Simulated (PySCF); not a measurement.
A structure optimised at PBE-D3(BJ)/def2-SVP, used in a PySCF frequency run:

```xyz
8

B      0.0000     0.0000    -1.0271
N      0.0000     0.0000     0.4226
C      0.0000     0.0000     1.6290
O      0.0000     0.0000     2.8123
O      0.0000    -1.1677    -1.7370
H      0.0000    -1.9437    -1.1518
O      0.0000     1.1677    -1.7370
H      0.0000     1.9437    -1.1518
```
Charge 0, spin multiplicity 1.

Write its SMILES, formula and point group.

O=C=NB(O)O, CH2BNO3, C2v

What are its rotational constants (standard atomic weights)?

9.8611, 1.8614, 1.5658 GHz
